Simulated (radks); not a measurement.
Values are calculated unless marked as measured or tabulated.
Spin polarisation of the 4f9 shell in neutral terbium. Start: [Xe] 4f(up 4.5, down 4.5) 6s2; electrons of 4f are moved from spin down to spin up, other shells keep equal spins. Code: a radial shooting solver on a logarithmic mesh with Libxc functionals. Model: scalar-relativistic Kohn-Sham, BLYP, spin-polarised, spherical densities, finite nucleus; Fermi nuclear charge, rms radius of each element as measured or else 0.836 A^(1/3) + 0.57 fm.

| moment (Bohr magnetons) | E - E(0) (eV) | e(4f up) (eV) | e(4f down) (eV) | 6s down minus up (eV) | 5p down minus up (eV) | 5s down minus up (eV) |
|---|---|---|---|---|---|---|
| 0 | 0.000 | -2.805 | -2.805 | 0.000 | 0.000 | 0.000 |
| 1 | -0.177 | -3.146 | -2.437 | 0.028 | 0.303 | 0.420 |
| 2 | -0.709 | -3.459 | -2.042 | 0.056 | 0.606 | 0.841 |
| 3 | -1.594 | -3.741 | -1.622 | 0.084 | 0.910 | 1.260 |
| 4 | -2.829 | -3.991 | -1.175 | 0.112 | 1.213 | 1.680 |
| 5 | -4.410 | -4.206 | -0.703 | 0.142 | 1.517 | 2.098 |

At moment 5 the spin-polarisation energy is -4.410 eV and the 4f exchange splitting 3.503 eV, that is 0.701 eV per Bohr magneton; E = -I m^2/4 would give I = 0.706 eV.
